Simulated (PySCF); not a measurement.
## What settings do to a single point of Pb3

The sound run of Pb3 (singlet) uses PySCF 2.14.0, RKS BP86, Pb def2-SVP with ECP60; non-relativistic Hamiltonian with scalar-relativistic core potentials where named; density fitting; no spin-orbit coupling, grid (50, 194), threshold 1e-8 Eh and 55 cycles, at the relaxed geometry:

```xyz
3

Pb    0.0000    0.0000    2.8019
Pb    0.0000    0.0000    0.0000
Pb    0.0000    0.0000   -2.8019
```

There Pb1 has a Mulliken charge of 0.07 e and the dipole about the centre of mass is 0.00 D. Each run below changes one thing and starts from free metal ions and neutral atoms unless it says otherwise; with 55 cycles, smearing, a level shift and second-order steps follow where DIIS fails, and their cycles count. Energy shifts count from the sound run.

```tsv
change	outcome	cycles	energy shift (eV)	largest force component (eV/Å)	charge on Pb1 (e)	dipole about the centre of mass (D)
grid (99, 590)	converged	62	-0.0068	0.01	0.07	0.00
threshold 1e-06	converged	7	0.0000	0.00	0.07	0.00
Pb3 put 0.5 Å from Pb1, limit 84 cycles	not converged	84	–	–	–	–
```

(1) One further run converged with energy shift (eV) 0.28, largest force component (eV/Å) 1.82, charge on Pb1 (e) 0.07, dipole about the centre of mass (D) 0.00. Which change was it?
A. spin (2S) set to 8, limit 80 cycles
B. all coordinates × 0.94
C. start from a density of up to 30 smeared cycles (not counted)

(2) And the other changes listed?

Forces carry noise of the integration grid, about 0.01 to 0.03 eV/Å.

The gap of the closed shell is small, and it wasn't tested for a lower spin-broken solution at this geometry.

Results:

(1) B.

(2) 
| change | outcome | cycles | energy shift (eV) | largest force component (eV/Å) | charge on Pb1 (e) | dipole about the centre of mass (D) |
| --- | --- | --- | --- | --- | --- | --- |
| start from a density of up to 30 smeared cycles (not counted) | converged | 9 | 0.0000 | 0.00 | 0.07 | 0.00 |
| spin (2S) set to 8, limit 80 cycles | not converged | 80 | – | – | – | – |
